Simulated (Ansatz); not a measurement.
VCl3, relaxed as a triplet with UKS r2SCAN-D4/def2-SVP in Ansatz, starting from the GFN2-xTB geometry. Force threshold 0.02 eV/Å.

Start:

Cartesian coordinates in Å:
```
V -0.115 -0.062 0.033
Cl -0.007 -2.027 -0.122
Cl 1.655 0.885 -0.472
Cl -1.533 1.205 0.561
```

```csv
step,energy (eV),largest force component (eV/Å),SCF passes
1,-63241.4204,4.544,103
2,-63242.2510,0.393,254
3,-63242.2679,0.135,172
4 (rejected),-63242.2649,0.275,134
5,-63242.2739,0.030,132
6,-63242.2739,0.004,118
```

Force components are those of the run's own axes.

End:

```xyz
4

V    -0.003   -0.055   -0.003
Cl   -0.140   -2.201   -0.090
Cl    1.790    1.042   -0.505
Cl   -1.646    1.214    0.598
```

By distances, no bond broke or formed. The bond that changes most is V1–Cl4, from 1.97 to 2.16 Å (atoms count from 1).

No frequencies were taken in this run, so the end may be a saddle point.

It took 88 s on 2 threads of AMD EPYC 9R45 on a shared host.
